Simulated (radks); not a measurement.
Values are calculated unless marked as measured or tabulated.
Neutral oxygen inside a hard spherical wall (all orbitals vanish at R), configuration held at [He] 2s2 2p4 and not refilled when levels cross. Code: a radial shooting solver on a logarithmic mesh with Libxc functionals. Model: scalar-relativistic Kohn-Sham, LDA (Slater exchange, VWN5 correlation), spin-polarised, spherical densities, finite nucleus; open shells are filled with parallel spins first; Fermi nuclear charge, rms radius 2.6991 fm. Eigenvalues in eV for spin up, with the zero of energy where the potential of the charges vanishes at infinity; a dash marks a level that is unbound or too diffuse for the functional's potential to be trusted. A positive occupied level is held by the wall or, in an anion where self-interaction has pushed it up, behind a barrier. The pressure on the wall is -dE/dV.

| R (bohr) | E (hartree) | kinetic (hartree) | e(1s) | e(2s) | e(2p) | e(3s, empty) | e(3p, empty) | pressure (GPa) |
|---|---|---|---|---|---|---|---|---|
| free | -74.58303 | 74.337 | -511.11 | -24.961 | -10.364 | -0.153 | - | 0 |
| 20 | -74.58303 | 74.337 | -511.11 | -24.961 | -10.364 | -0.128 | 0.548 | < 0.0001 |
| 15 | -74.58303 | 74.337 | -511.11 | -24.961 | -10.364 | -0.059 | 0.885 | < 0.0001 |
| 12 | -74.58303 | 74.337 | -511.11 | -24.961 | -10.364 | 0.082 | 1.316 | < 0.0001 |
| 10 | -74.58303 | 74.337 | -511.11 | -24.960 | -10.364 | 0.326 | 1.877 | < 0.0001 |
| 7 | -74.58280 | 74.340 | -511.08 | -24.937 | -10.340 | 1.663 | 4.165 | 0.0177 |
| 6 | -74.58186 | 74.347 | -510.98 | -24.871 | -10.271 | 3.023 | 6.115 | 0.126 |
| 2.5 | -73.91876 | 77.156 | -495.54 | -14.758 | 1.147 | 61.502 | 64.792 | 525 |
| 2 | -72.59980 | 81.353 | -478.74 | -1.707 | 14.967 | 120.56 | 116.56 | 2640 |
| 1.5 | -67.98889 | 93.006 | -442.77 | 35.922 | 50.546 | 270.96 | 239.87 | 17600 |
